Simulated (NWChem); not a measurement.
System: C$_{5}$H$_{5}$N; SMILES N1C(C=CC=1)=C

Input file for NWChem:

```
start job
memory heap 200 mb stack 900 mb global 1100 mb
geometry units angstroms
  C      0.013905    -2.067402     0.000000
  C      0.012686    -0.723510     0.000000
  C      1.168605     0.184808     0.000000
  C      0.657601     1.438117     0.000000
  C     -0.804427     1.272986     0.000000
  N     -1.191002     0.031672     0.000000
  H      0.939333    -2.635282     0.000000
  H     -0.922882    -2.615105     0.000000
  H      2.207532    -0.120254     0.000000
  H      1.192492     2.380109     0.000000
  H     -1.526185     2.086628     0.000000
end
basis spherical
  * library 3-21g
end
dft
  xc hfexch
  iterations 150
end
driver
  maxiter 120
end
task dft optimize
task dft freq
```

Parts of the log:

```
             Northwest Computational Chemistry Package (NWChem) 7.3.0
             --------------------------------------------------------

 CS  symmetry detected

                             Geometry "geometry" -> ""
                             -------------------------

 Output coordinates in angstroms (scale by  1.889725989 to convert to a.u.)

  No.       Tag          Charge          X              Y              Z
 ---- ---------------- ---------- -------------- -------------- --------------
    1 C                    6.0000     0.01798556    -2.06615595     0.00000000
    2 C                    6.0000     0.01653613    -0.72226418     0.00000000
    3 C                    6.0000     1.17229937     0.18625201     0.00000000
    4 C                    6.0000     0.66108048     1.43947337     0.00000000
    5 C                    6.0000    -0.80091919     1.27409169     0.00000000
    6 N                    7.0000    -1.18728134     0.03271142     0.00000000
    7 H                    1.0000     0.94351092    -2.63387726     0.00000000
    8 H                    1.0000    -0.91870752    -2.61401956     0.00000000
    9 H                    1.0000     2.21127866    -0.11863185     0.00000000
   10 H                    1.0000     1.19580995     2.38155707     0.00000000
   11 H                    1.0000    -1.52281669     2.08760992     0.00000000

 Effective nuclear repulsion energy (a.u.)     203.3217950929

      Symmetry information
      --------------------

 Group name             Cs
 Group number              2
 Group order               2
 No. of unique centers    11

                                Z-matrix (autoz)
                                --------

 Units are Angstrom for bonds and degrees for angles

      Type          Name      I     J     K     L     M      Value
      ----------- --------  ----- ----- ----- ----- ----- ----------
    1 Stretch                  1     2                       1.34389
    2 Stretch                  1     7                       1.08577
    3 Stretch                  1     8                       1.08515
    4 Stretch                  2     3                       1.47010
    5 Stretch                  2     6                       1.42097
    6 Stretch                  3     4                       1.35348
    7 Stretch                  3     9                       1.08279
    8 Stretch                  4     5                       1.47132
    9 Stretch                  4    10                       1.08326
   10 Stretch                  5     6                       1.30012
   11 Stretch                  5    11                       1.08763
   12 Bend                     1     2     3               128.10820
   13 Bend                     1     2     6               122.15573
   14 Bend                     2     1     7               121.58693
   15 Bend                     2     1     8               120.26120
   16 Bend                     2     3     4               105.97827
   17 Bend                     2     3     9               125.47592
   18 Bend                     2     6     5               104.80591
   19 Bend                     3     2     6               109.73608
   20 Bend                     3     4     5               105.73784
   21 Bend                     3     4    10               128.22891
   22 Bend                     4     3     9               128.54581
   23 Bend                     4     5     6               113.74189
   24 Bend                     4     5    11               125.13124
   25 Bend                     5     4    10               126.03325
   26 Bend                     6     5    11               121.12686
   27 Bend                     7     1     8               118.15187
   28 Torsion                  1     2     3     4         180.00000
   29 Torsion                  1     2     3     9           0.00000
   30 Torsion                  1     2     6     5         180.00000
   31 Torsion                  2     3     4     5           0.00000
   32 Torsion                  2     3     4    10         180.00000
   33 Torsion                  2     6     5     4           0.00000
   34 Torsion                  2     6     5    11         180.00000
   35 Torsion                  3     2     1     7           0.00000
   36 Torsion                  3     2     1     8         180.00000
   37 Torsion                  3     2     6     5          -0.00000
   38 Torsion                  3     4     5     6           0.00000
   39 Torsion                  3     4     5    11         180.00000
   40 Torsion                  4     3     2     6           0.00000
   41 Torsion                  5     4     3     9         180.00000
   42 Torsion                  6     2     1     7         180.00000
   43 Torsion                  6     2     1     8          -0.00000
   44 Torsion                  6     2     3     9         180.00000
   45 Torsion                  6     5     4    10         180.00000
   46 Torsion                  9     3     4    10           0.00000
   47 Torsion                 10     4     5    11           0.00000

  xc_inp: hfexch multiplicative factor not found.

                           NWChem Geometry Optimization
                           ----------------------------

 maximum gradient threshold         (gmax) =   0.000450
 rms gradient threshold             (grms) =   0.000300
 maximum cartesian step threshold   (xmax) =   0.001800
 rms cartesian step threshold       (xrms) =   0.001200
 fixed trust radius                (trust) =   0.300000
 source of zmatrix                         =   autoz

          -------------------
          Energy Minimization
          -------------------

 Using diagonal initial Hessian
 Scaling for Hessian diagonals: bonds = 1.00  angles = 0.25  torsions = 0.10

          --------
          Step   0

                                 NWChem DFT Module
                                 -----------------

 Summary of "ao basis" -> "ao basis" (spherical)
 ------------------------------------------------------------------------------
       Tag                 Description            Shells   Functions and Types
 ---------------- ------------------------------  ------  ---------------------
 C                           3-21g                   5        9   3s2p
 N                           3-21g                   5        9   3s2p
 H                           3-21g                   2        2   2s

      Symmetry analysis of basis
      --------------------------

        a'         52
        a"         12

            General Information
            -------------------
          SCF calculation type: DFT
          Wavefunction type:  closed shell.
          No. of atoms     :    11
          No. of electrons :    42
           Alpha electrons :    21
            Beta electrons :    21
          Charge           :     0
          Spin multiplicity:     1
          Use of symmetry is: on ; symmetry adaption is: on
          Maximum number of iterations: 150
          AO basis - number of functions:    64
                     number of shells:    40
          Convergence on energy requested:  1.00D-06
          Convergence on density requested:  1.00D-05
          Convergence on gradient requested:  5.00D-04

              XC Information
              --------------
                     Hartree-Fock (Exact) Exchange  1.000

[...]

      ----------------------
      Optimization converged
      ----------------------

  Step       Energy      Delta E   Gmax     Grms     Xrms     Xmax
  ---- ---------------- -------- -------- -------- -------- --------
@    5    -245.25492532 -4.4D-07  0.00009  0.00002  0.00037  0.00107
                                     ok       ok       ok       ok

                                Z-matrix (autoz)
                                --------

 Units are Angstrom for bonds and degrees for angles

      Type          Name      I     J     K     L     M      Value     Gradient
      ----------- --------  ----- ----- ----- ----- ----- ---------- ----------
    1 Stretch                  1     2                       1.31704   -0.00009
    2 Stretch                  1     7                       1.07189    0.00001
    3 Stretch                  1     8                       1.07092   -0.00000
    4 Stretch                  2     3                       1.47933    0.00001
    5 Stretch                  2     6                       1.44245   -0.00003
    6 Stretch                  3     4                       1.33319    0.00000
    7 Stretch                  3     9                       1.06684   -0.00001
    8 Stretch                  4     5                       1.48718   -0.00003
    9 Stretch                  4    10                       1.06638    0.00000
   10 Stretch                  5     6                       1.27977   -0.00001
   11 Stretch                  5    11                       1.06808    0.00000
   12 Bend                     1     2     3               129.41831   -0.00000
   13 Bend                     1     2     6               123.10893    0.00001
   14 Bend                     2     1     7               121.78463   -0.00001
   15 Bend                     2     1     8               120.01748    0.00001
   16 Bend                     2     3     4               106.95303   -0.00001
   17 Bend                     2     3     9               124.76038    0.00002
   18 Bend                     2     6     5               106.64661    0.00001
   19 Bend                     3     2     6               107.47275   -0.00001
   20 Bend                     3     4     5               106.43878   -0.00001
   21 Bend                     3     4    10               128.17840   -0.00001
   22 Bend                     4     3     9               128.28659   -0.00000
   23 Bend                     4     5     6               112.48883    0.00002
   24 Bend                     4     5    11               124.94657    0.00000
   25 Bend                     5     4    10               125.38281    0.00002
   26 Bend                     6     5    11               122.56460   -0.00002
   27 Bend                     7     1     8               118.19789    0.00000
   28 Torsion                  1     2     3     4         180.00000    0.00000
   29 Torsion                  1     2     3     9           0.00000    0.00000
   30 Torsion                  1     2     6     5         180.00000    0.00000
   31 Torsion                  2     3     4     5           0.00000    0.00000
   32 Torsion                  2     3     4    10         180.00000    0.00000
   33 Torsion                  2     6     5     4           0.00000    0.00000
   34 Torsion                  2     6     5    11         180.00000    0.00000
   35 Torsion                  3     2     1     7           0.00000    0.00000
   36 Torsion                  3     2     1     8         180.00000    0.00000
   37 Torsion                  3     2     6     5          -0.00000    0.00000
   38 Torsion                  3     4     5     6           0.00000    0.00000
   39 Torsion                  3     4     5    11         180.00000    0.00000
   40 Torsion                  4     3     2     6           0.00000    0.00000
   41 Torsion                  5     4     3     9         180.00000    0.00000
   42 Torsion                  6     2     1     7         180.00000    0.00000
   43 Torsion                  6     2     1     8           0.00000    0.00000
   44 Torsion                  6     2     3     9         180.00000    0.00000
   45 Torsion                  6     5     4    10         180.00000    0.00000
   46 Torsion                  9     3     4    10           0.00000    0.00000
   47 Torsion                 10     4     5    11           0.00000    0.00000

                         Geometry "geometry" -> "geometry"
                         ---------------------------------

 Output coordinates in angstroms (scale by  1.889725989 to convert to a.u.)

[...]

 Rotational Constants
 --------------------
 A=   0.283313 cm-1  (  0.407615 K)
 B=   0.134170 cm-1  (  0.193037 K)
 C=   0.091051 cm-1  (  0.130999 K)

 Temperature                      =   298.15K
 frequency scaling parameter      =   1.0000

 Zero-Point correction to Energy  =   58.768 kcal/mol  (  0.093652 au)
 Thermal correction to Energy     =   61.531 kcal/mol  (  0.098057 au)
 Thermal correction to Enthalpy   =   62.124 kcal/mol  (  0.099000 au)

 Total Entropy                    =   69.421 cal/mol-K
   - Translational                =   38.999 cal/mol-K (mol. weight =  79.0422)
   - Rotational                   =   25.636 cal/mol-K (symmetry #  =        1)
   - Vibrational                  =    4.786 cal/mol-K

 Cv (constant volume heat capacity) =   15.899 cal/mol-K
   - Translational                  =    2.979 cal/mol-K
   - Rotational                     =    2.979 cal/mol-K
   - Vibrational                    =    9.940 cal/mol-K

[normal modes left out]

 ----------------------------------------------------------------------------
 Normal Eigenvalue ||           Projected Infra Red Intensities
  Mode   [cm**-1]  || [atomic units] [(debye/angs)**2] [(KM/mol)] [arbitrary]
 ------ ---------- || -------------- ----------------- ---------- -----------
    1       -0.000 ||    0.000125           0.003         0.122       0.109
    2       -0.000 ||    0.000192           0.004         0.187       0.166
    3       -0.000 ||    0.000458           0.011         0.447       0.397
    4       -0.000 ||    0.002771           0.064         2.701       2.404
    5        0.000 ||    0.000788           0.018         0.768       0.684
    6        0.000 ||    0.000187           0.004         0.182       0.162
    7      242.525 ||    0.014518           0.335        14.153      12.597
    8      386.727 ||    0.004000           0.092         3.899       3.470
    9      590.406 ||    0.001259           0.029         1.228       1.093
   10      719.337 ||    0.017688           0.408        17.243      15.348
   11      764.539 ||    0.000343           0.008         0.335       0.298
   12      857.623 ||    0.004205           0.097         4.099       3.649
   13      914.442 ||    0.006614           0.153         6.448       5.739
   14      928.844 ||    0.062165           1.434        60.602      53.939
   15      935.877 ||    0.028515           0.658        27.798      24.742
   16      994.514 ||    0.008557           0.197         8.341       7.424
   17     1037.985 ||    0.022551           0.520        21.984      19.567
   18     1072.447 ||    0.001773           0.041         1.728       1.538
   19     1132.898 ||    0.002004           0.046         1.954       1.739
   20     1160.238 ||    0.065733           1.517        64.080      57.035
   21     1221.103 ||    0.012460           0.287        12.146      10.811
   22     1334.641 ||    0.004812           0.111         4.691       4.175
   23     1425.899 ||    0.003724           0.086         3.631       3.232
   24     1478.742 ||    0.025886           0.597        25.235      22.460
   25     1594.855 ||    0.010021           0.231         9.769       8.695
   26     1640.497 ||    0.025416           0.586        24.776      22.052
   27     1756.266 ||    0.010507           0.242        10.243       9.117
   28     1884.144 ||    0.012300           0.284        11.991      10.672
   29     3341.652 ||    0.003250           0.075         3.168       2.820
   30     3404.604 ||    0.019136           0.441        18.655      16.604
   31     3424.717 ||    0.000980           0.023         0.956       0.851
   32     3430.574 ||    0.001630           0.038         1.589       1.415
   33     3452.050 ||    0.005761           0.133         5.616       4.998
 ----------------------------------------------------------------------------
```

Level: Hartree-Fock/3-21G.
